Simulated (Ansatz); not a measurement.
Molecular dynamics of CH₆F₂OSi₂

Input file:

```yaml
crystal:
  periodic: [false, false, false]
  atoms:
    - { symbol: Si, position_ang: [-0.005411, -0.076272, -0.174131] }
    - { symbol: O, position_ang: [-0.269794, -0.335208, 1.420128] }
    - { symbol: Si, position_ang: [-1.409465, -0.258712, 2.707214] }
    - { symbol: H, position_ang: [-2.672799, -1.019747, 2.354888] }
    - { symbol: H, position_ang: [-0.732258, -0.860185, 3.92921] }
    - { symbol: H, position_ang: [-1.846418, 1.222387, 3.071748] }
    - { symbol: C, position_ang: [1.768494, -0.133958, -0.585566] }
    - { symbol: H, position_ang: [2.229744, -1.101353, -0.365968] }
    - { symbol: H, position_ang: [1.906421, 0.039083, -1.649833] }
    - { symbol: H, position_ang: [2.272712, 0.605202, 0.019626] }
    - { symbol: F, position_ang: [-0.667615, 1.428672, -0.633346] }
    - { symbol: F, position_ang: [-0.781804, -1.207588, -1.220654] }
basis:
  gaussian: { orbitals: "6-31G" }
hamiltonian:
  xc: pbe
  dispersion: d4
md:
  timestep: 0.5
  n_steps: 150
  ensemble: nve_milne
  temperature: 100.0
  initial_velocities: maxwell_boltzmann
  seed: 949919
  masses: [{ species: H, mass: 3.016 }]
```

Command:

```bash
$ ansatz run input.yaml --threads 1 --pin off --max-ram 2048MiB --backend cpu --events-out ev --progress --plain --runs-dir out
```

It goes on from the last frame of an earlier run, with new velocities.

Output, in part (one step line in 2, the closing report, with atoms numbered from 0):

```
md step     0: t =     0.00 fs  T =   100.0 K  F+E_penalty+E_count = -24354.04432361 eV  E_kin = 0.129260 eV  conserved = -24353.91506361 eV  (26 SCF iters)
md step     2: t =     1.00 fs  T =   109.4 K  F+E_penalty+E_count = -24354.05647507 eV  E_kin = 0.141381 eV  conserved = -24353.91509437 eV  (22 SCF iters)
md step     4: t =     2.00 fs  T =   114.2 K  F+E_penalty+E_count = -24354.06274492 eV  E_kin = 0.147651 eV  conserved = -24353.91509405 eV  (22 SCF iters)
md step     6: t =     3.00 fs  T =   114.9 K  F+E_penalty+E_count = -24354.06367796 eV  E_kin = 0.148579 eV  conserved = -24353.91509943 eV  (22 SCF iters)
md step     8: t =     4.00 fs  T =   113.5 K  F+E_penalty+E_count = -24354.06183109 eV  E_kin = 0.146737 eV  conserved = -24353.91509399 eV  (22 SCF iters)
md step    10: t =     5.00 fs  T =   112.1 K  F+E_penalty+E_count = -24354.05995277 eV  E_kin = 0.144857 eV  conserved = -24353.91509563 eV  (23 SCF iters)
md step    12: t =     6.00 fs  T =   112.0 K  F+E_penalty+E_count = -24354.05991070 eV  E_kin = 0.144815 eV  conserved = -24353.91509568 eV  (23 SCF iters)
md step    14: t =     7.00 fs  T =   113.9 K  F+E_penalty+E_count = -24354.06235141 eV  E_kin = 0.147255 eV  conserved = -24353.91509683 eV  (23 SCF iters)
md step    16: t =     8.00 fs  T =   117.3 K  F+E_penalty+E_count = -24354.06671118 eV  E_kin = 0.151613 eV  conserved = -24353.91509793 eV  (24 SCF iters)
md step    18: t =     9.00 fs  T =   120.9 K  F+E_penalty+E_count = -24354.07137842 eV  E_kin = 0.156285 eV  conserved = -24353.91509358 eV  (24 SCF iters)
md step    20: t =    10.00 fs  T =   123.0 K  F+E_penalty+E_count = -24354.07412184 eV  E_kin = 0.159022 eV  conserved = -24353.91510012 eV  (23 SCF iters)
md step    22: t =    11.00 fs  T =   122.2 K  F+E_penalty+E_count = -24354.07304906 eV  E_kin = 0.157949 eV  conserved = -24353.91510018 eV  (26 SCF iters)
md step    24: t =    12.00 fs  T =   118.3 K  F+E_penalty+E_count = -24354.06805451 eV  E_kin = 0.152959 eV  conserved = -24353.91509510 eV  (22 SCF iters)
md step    26: t =    13.00 fs  T =   113.5 K  F+E_penalty+E_count = -24354.06186239 eV  E_kin = 0.146762 eV  conserved = -24353.91510083 eV  (23 SCF iters)
md step    28: t =    14.00 fs  T =   111.5 K  F+E_penalty+E_count = -24354.05919508 eV  E_kin = 0.144095 eV  conserved = -24353.91510019 eV  (22 SCF iters)
md step    30: t =    15.00 fs  T =   115.0 K  F+E_penalty+E_count = -24354.06372692 eV  E_kin = 0.148627 eV  conserved = -24353.91509996 eV  (23 SCF iters)
md step    32: t =    16.00 fs  T =   123.7 K  F+E_penalty+E_count = -24354.07501579 eV  E_kin = 0.159917 eV  conserved = -24353.91509894 eV  (22 SCF iters)
md step    34: t =    17.00 fs  T =   134.1 K  F+E_penalty+E_count = -24354.08841672 eV  E_kin = 0.173320 eV  conserved = -24353.91509631 eV  (23 SCF iters)
md step    36: t =    18.00 fs  T =   141.7 K  F+E_penalty+E_count = -24354.09822379 eV  E_kin = 0.183123 eV  conserved = -24353.91510057 eV  (23 SCF iters)
md step    38: t =    19.00 fs  T =   143.9 K  F+E_penalty+E_count = -24354.10111772 eV  E_kin = 0.186023 eV  conserved = -24353.91509496 eV  (24 SCF iters)
md step    40: t =    20.00 fs  T =   141.0 K  F+E_penalty+E_count = -24354.09739070 eV  E_kin = 0.182297 eV  conserved = -24353.91509377 eV  (23 SCF iters)
md step    42: t =    21.00 fs  T =   135.3 K  F+E_penalty+E_count = -24354.08998824 eV  E_kin = 0.174889 eV  conserved = -24353.91509929 eV  (23 SCF iters)
md step    44: t =    22.00 fs  T =   129.8 K  F+E_penalty+E_count = -24354.08281458 eV  E_kin = 0.167719 eV  conserved = -24353.91509528 eV  (24 SCF iters)
md step    46: t =    23.00 fs  T =   127.1 K  F+E_penalty+E_count = -24354.07937773 eV  E_kin = 0.164282 eV  conserved = -24353.91509568 eV  (23 SCF iters)
md step    48: t =    24.00 fs  T =   129.1 K  F+E_penalty+E_count = -24354.08192137 eV  E_kin = 0.166824 eV  conserved = -24353.91509698 eV  (23 SCF iters)
md step    50: t =    25.00 fs  T =   136.0 K  F+E_penalty+E_count = -24354.09086811 eV  E_kin = 0.175771 eV  conserved = -24353.91509753 eV  (22 SCF iters)
md step    52: t =    26.00 fs  T =   146.6 K  F+E_penalty+E_count = -24354.10454487 eV  E_kin = 0.189447 eV  conserved = -24353.91509810 eV  (22 SCF iters)
md step    54: t =    27.00 fs  T =   158.0 K  F+E_penalty+E_count = -24354.11934767 eV  E_kin = 0.204254 eV  conserved = -24353.91509317 eV  (23 SCF iters)
md step    56: t =    28.00 fs  T =   166.7 K  F+E_penalty+E_count = -24354.13062131 eV  E_kin = 0.215524 eV  conserved = -24353.91509763 eV  (24 SCF iters)
md step    58: t =    29.00 fs  T =   169.5 K  F+E_penalty+E_count = -24354.13425709 eV  E_kin = 0.219158 eV  conserved = -24353.91509898 eV  (24 SCF iters)
md step    60: t =    30.00 fs  T =   165.1 K  F+E_penalty+E_count = -24354.12843719 eV  E_kin = 0.213344 eV  conserved = -24353.91509351 eV  (24 SCF iters)
md step    62: t =    31.00 fs  T =   154.2 K  F+E_penalty+E_count = -24354.11445774 eV  E_kin = 0.199359 eV  conserved = -24353.91509861 eV  (24 SCF iters)
md step    64: t =    32.00 fs  T =   139.8 K  F+E_penalty+E_count = -24354.09578147 eV  E_kin = 0.180683 eV  conserved = -24353.91509864 eV  (24 SCF iters)
md step    66: t =    33.00 fs  T =   124.4 K  F+E_penalty+E_count = -24354.07593963 eV  E_kin = 0.160841 eV  conserved = -24353.91509823 eV  (24 SCF iters)
md step    68: t =    34.00 fs  T =   109.9 K  F+E_penalty+E_count = -24354.05717244 eV  E_kin = 0.142074 eV  conserved = -24353.91509795 eV  (23 SCF iters)
md step    70: t =    35.00 fs  T =    97.4 K  F+E_penalty+E_count = -24354.04094523 eV  E_kin = 0.125849 eV  conserved = -24353.91509652 eV  (28 SCF iters)
md step    72: t =    36.00 fs  T =    88.2 K  F+E_penalty+E_count = -24354.02914325 eV  E_kin = 0.114042 eV  conserved = -24353.91510124 eV  (22 SCF iters)
md step    74: t =    37.00 fs  T =    84.2 K  F+E_penalty+E_count = -24354.02397588 eV  E_kin = 0.108878 eV  conserved = -24353.91509767 eV  (21 SCF iters)
md step    76: t =    38.00 fs  T =    86.2 K  F+E_penalty+E_count = -24354.02652093 eV  E_kin = 0.111424 eV  conserved = -24353.91509652 eV  (22 SCF iters)
md step    78: t =    39.00 fs  T =    93.2 K  F+E_penalty+E_count = -24354.03559021 eV  E_kin = 0.120490 eV  conserved = -24353.91510011 eV  (24 SCF iters)
md step    80: t =    40.00 fs  T =   102.9 K  F+E_penalty+E_count = -24354.04812208 eV  E_kin = 0.133025 eV  conserved = -24353.91509672 eV  (24 SCF iters)
md step    82: t =    41.00 fs  T =   112.6 K  F+E_penalty+E_count = -24354.06065143 eV  E_kin = 0.145555 eV  conserved = -24353.91509658 eV  (22 SCF iters)
md step    84: t =    42.00 fs  T =   120.3 K  F+E_penalty+E_count = -24354.07061453 eV  E_kin = 0.155518 eV  conserved = -24353.91509626 eV  (23 SCF iters)
md step    86: t =    43.00 fs  T =   125.1 K  F+E_penalty+E_count = -24354.07676554 eV  E_kin = 0.161669 eV  conserved = -24353.91509648 eV  (23 SCF iters)
md step    88: t =    44.00 fs  T =   126.7 K  F+E_penalty+E_count = -24354.07882911 eV  E_kin = 0.163731 eV  conserved = -24353.91509787 eV  (24 SCF iters)
md step    90: t =    45.00 fs  T =   125.2 K  F+E_penalty+E_count = -24354.07695965 eV  E_kin = 0.161866 eV  conserved = -24353.91509351 eV  (24 SCF iters)
md step    92: t =    46.00 fs  T =   121.0 K  F+E_penalty+E_count = -24354.07151142 eV  E_kin = 0.156415 eV  conserved = -24353.91509661 eV  (23 SCF iters)
md step    94: t =    47.00 fs  T =   114.5 K  F+E_penalty+E_count = -24354.06316314 eV  E_kin = 0.148065 eV  conserved = -24353.91509802 eV  (24 SCF iters)
md step    96: t =    48.00 fs  T =   106.7 K  F+E_penalty+E_count = -24354.05306353 eV  E_kin = 0.137969 eV  conserved = -24353.91509497 eV  (24 SCF iters)
md step    98: t =    49.00 fs  T =    98.6 K  F+E_penalty+E_count = -24354.04260079 eV  E_kin = 0.127503 eV  conserved = -24353.91509751 eV  (23 SCF iters)
md step   100: t =    50.00 fs  T =    91.1 K  F+E_penalty+E_count = -24354.03289473 eV  E_kin = 0.117797 eV  conserved = -24353.91509738 eV  (23 SCF iters)
md step   102: t =    51.00 fs  T =    84.8 K  F+E_penalty+E_count = -24354.02466714 eV  E_kin = 0.109569 eV  conserved = -24353.91509843 eV  (24 SCF iters)
md step   104: t =    52.00 fs  T =    80.3 K  F+E_penalty+E_count = -24354.01887497 eV  E_kin = 0.103777 eV  conserved = -24353.91509789 eV  (24 SCF iters)
md step   106: t =    53.00 fs  T =    79.2 K  F+E_penalty+E_count = -24354.01740677 eV  E_kin = 0.102311 eV  conserved = -24353.91509612 eV  (23 SCF iters)
md step   108: t =    54.00 fs  T =    83.2 K  F+E_penalty+E_count = -24354.02260664 eV  E_kin = 0.107506 eV  conserved = -24353.91510024 eV  (22 SCF iters)
md step   110: t =    55.00 fs  T =    93.1 K  F+E_penalty+E_count = -24354.03546573 eV  E_kin = 0.120368 eV  conserved = -24353.91509740 eV  (22 SCF iters)
md step   112: t =    56.00 fs  T =   107.4 K  F+E_penalty+E_count = -24354.05398265 eV  E_kin = 0.138886 eV  conserved = -24353.91509698 eV  (22 SCF iters)
md step   114: t =    57.00 fs  T =   122.4 K  F+E_penalty+E_count = -24354.07328937 eV  E_kin = 0.158190 eV  conserved = -24353.91509930 eV  (23 SCF iters)
md step   116: t =    58.00 fs  T =   133.5 K  F+E_penalty+E_count = -24354.08766810 eV  E_kin = 0.172571 eV  conserved = -24353.91509699 eV  (23 SCF iters)
md step   118: t =    59.00 fs  T =   137.7 K  F+E_penalty+E_count = -24354.09310220 eV  E_kin = 0.178005 eV  conserved = -24353.91509704 eV  (23 SCF iters)
md step   120: t =    60.00 fs  T =   134.5 K  F+E_penalty+E_count = -24354.08891982 eV  E_kin = 0.173823 eV  conserved = -24353.91509660 eV  (26 SCF iters)
md step   122: t =    61.00 fs  T =   126.0 K  F+E_penalty+E_count = -24354.07792719 eV  E_kin = 0.162830 eV  conserved = -24353.91509701 eV  (23 SCF iters)
md step   124: t =    62.00 fs  T =   116.2 K  F+E_penalty+E_count = -24354.06526561 eV  E_kin = 0.150166 eV  conserved = -24353.91509922 eV  (24 SCF iters)
md step   126: t =    63.00 fs  T =   109.4 K  F+E_penalty+E_count = -24354.05656456 eV  E_kin = 0.141468 eV  conserved = -24353.91509666 eV  (23 SCF iters)
md step   128: t =    64.00 fs  T =   109.0 K  F+E_penalty+E_count = -24354.05600487 eV  E_kin = 0.140907 eV  conserved = -24353.91509831 eV  (23 SCF iters)
md step   130: t =    65.00 fs  T =   115.8 K  F+E_penalty+E_count = -24354.06479600 eV  E_kin = 0.149697 eV  conserved = -24353.91509928 eV  (23 SCF iters)
md step   132: t =    66.00 fs  T =   128.0 K  F+E_penalty+E_count = -24354.08051167 eV  E_kin = 0.165415 eV  conserved = -24353.91509639 eV  (23 SCF iters)
md step   134: t =    67.00 fs  T =   141.2 K  F+E_penalty+E_count = -24354.09765506 eV  E_kin = 0.182557 eV  conserved = -24353.91509783 eV  (24 SCF iters)
md step   136: t =    68.00 fs  T =   150.5 K  F+E_penalty+E_count = -24354.10958809 eV  E_kin = 0.194491 eV  conserved = -24353.91509716 eV  (23 SCF iters)
md step   138: t =    69.00 fs  T =   151.9 K  F+E_penalty+E_count = -24354.11144471 eV  E_kin = 0.196348 eV  conserved = -24353.91509707 eV  (23 SCF iters)
md step   140: t =    70.00 fs  T =   145.2 K  F+E_penalty+E_count = -24354.10276889 eV  E_kin = 0.187671 eV  conserved = -24353.91509743 eV  (23 SCF iters)
md step   142: t =    71.00 fs  T =   133.8 K  F+E_penalty+E_count = -24354.08810404 eV  E_kin = 0.173008 eV  conserved = -24353.91509631 eV  (23 SCF iters)
md step   144: t =    72.00 fs  T =   123.4 K  F+E_penalty+E_count = -24354.07456460 eV  E_kin = 0.159466 eV  conserved = -24353.91509860 eV  (23 SCF iters)
md step   146: t =    73.00 fs  T =   117.9 K  F+E_penalty+E_count = -24354.06755270 eV  E_kin = 0.152456 eV  conserved = -24353.91509701 eV  (22 SCF iters)
md step   148: t =    74.00 fs  T =   118.0 K  F+E_penalty+E_count = -24354.06759479 eV  E_kin = 0.152499 eV  conserved = -24353.91509609 eV  (22 SCF iters)
md step   150: t =    75.00 fs  T =   120.3 K  F+E_penalty+E_count = -24354.07057757 eV  E_kin = 0.155481 eV  conserved = -24353.91509694 eV  (28 SCF iters)
Total energy: -24354.07062000 eV, -894.9955875031 hartree
Atom 0 at     0.031477    -0.069466    -0.206635 Å, force    -1.281541    -0.394503    -0.367714 eV/Å
Atom 1 at    -0.240908    -0.391609     1.412856 Å, force     0.116591     0.159086    -0.140365 eV/Å
Atom 2 at    -1.431343    -0.249190     2.657181 Å, force     0.497028     0.888143     0.641112 eV/Å
Atom 3 at    -2.692189    -0.948249     2.238413 Å, force    -0.228042     0.028888     0.049545 eV/Å
Atom 4 at    -0.734220    -0.909849     3.829211 Å, force    -0.286365    -0.038949     0.044954 eV/Å
Atom 5 at    -1.601644     1.284120     3.006692 Å, force    -0.134412    -0.932230    -0.248178 eV/Å
Atom 6 at     1.833052    -0.107264    -0.571020 Å, force     0.403287     0.764338     0.463881 eV/Å
Atom 7 at     2.286333    -1.074041    -0.431723 Å, force     0.051527    -0.904852     0.189134 eV/Å
Atom 8 at     2.043530     0.196300    -1.590742 Å, force     0.160323     0.389540    -0.409697 eV/Å
Atom 9 at     2.318278     0.565152     0.170524 Å, force    -0.029419    -0.001024    -0.437400 eV/Å
Atom 10 at    -0.732019     1.416669    -0.609990 Å, force     0.345256    -0.376369     0.079912 eV/Å
Atom 11 at    -0.878180    -1.225305    -1.103272 Å, force     0.385767     0.417932     0.134815 eV/Å
Dipole moment:     0.385579    -0.013954     0.346427 e Å
```

All steps were run. The conserved energy stayed within 0.0031 meV per atom of its start (net change -0.0028 meV per atom), so the integration is sound. A run of 0.075 ps of so small a system gives no equilibrium averages. Limits of this set-up: no polarisation functions.

The same pairs are bonded in the first frame and the last. Pairs count as bonded within 1.25 times the sum of covalent radii (0.12 Å more for H–H).

Last frame:

```xyz
12
Properties=species:S:1:pos:R:3
Si 0.032 -0.070 -0.207
O -0.241 -0.392 1.413
Si -1.431 -0.249 2.657
H -2.692 -0.948 2.238
H -0.734 -0.910 3.829
H -1.602 1.284 3.007
C 1.833 -0.107 -0.571
H 2.286 -1.074 -0.432
H 2.043 0.196 -1.591
H 2.318 0.565 0.171
F -0.732 1.417 -0.610
F -0.878 -1.225 -1.103
```

The run took 8.2 min on 1 thread of AMD EPYC 7R43 64-Core Processor (Zen 3), with other jobs on the host, peak memory 0.15 GiB.
